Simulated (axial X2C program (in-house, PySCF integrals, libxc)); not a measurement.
## Potential curves of InP⁻, two-component

Calculated with an in-house relativistic program for diatomic molecules. Two-component (2c) means X2C with spin–orbit coupling and atomic mean-field two-electron Coulomb and Gaunt terms. Basis: In dyall-acv3z [12s13p10d5f1g], P dyall-av3z [9s8p3d2f] (cores contracted in-house); Gaussian nuclei, density fitting, unrestricted open shells. Masses: In 114.904 u, P 30.974 u.

State: Ω = 3/2 (⟨Sz⟩ = 0.50, ⟨Lz⟩ = 1.00 at B97-3). Energies in eV from the lowest point of each curve. Fits are polynomials in 1 − R0/R over 0.85 to 1.23 times the lowest point R0.

| R (Å) | B97-3 | PBE0 |
| --- | --- | --- |
| 2.1341 | 0.8277 | 0.7308 |
| 2.2322 | 0.3645 | 0.3016 |
| 2.3058 | 0.1584 | 0.1187 |
| 2.3794 | 0.0439 | 0.0252 |
| 2.4530 | 0.0000 | 0.0000 |
| 2.5389 | 0.0166 | 0.0351 |
| 2.6247 | 0.0865 | 0.1201 |
| 2.7351 | 0.2303 | 0.2773 |
| 2.8700 | 0.4548 | 0.5080 |
| 3.0662 | 0.8157 | 0.8515 |

The state is a single determinant with fixed occupations, the lowest that a limited PBE0 search found. Density functionals use the spin component along the axis (collinear). PBE0 can misorder states that lie within some tenths of an eV, so this need not be the ground state of the molecule. The nearest other 2c determinant of the search, Ω = 1/2, lies 0.06 eV up at the distance of the search. Without a current term, density functionals place determinants with orbital angular momentum somewhat too high. The highest occupied level of some functionals is positive through self-interaction error; at Hartree–Fock it is bound. The determinant is spin-polarised beyond a pure state at some levels (its spin-free form has ⟨S²⟩ too high), which makes Re and μ there less reliable.

(1) What are Re and ωe at the B97-3 level?

(2) Fit the PBE0 curve near its minimum: give the equilibrium distance and the harmonic wavenumber.

Answers

(1) At B97-3, 2c: Re = 2.473 Å, ωe ≈ 321 cm⁻¹; Be follows as 0.113 cm⁻¹.

(2) At PBE0, 2c: Re = 2.449 Å, ωe ≈ 328 cm⁻¹; Be follows as 0.115 cm⁻¹.
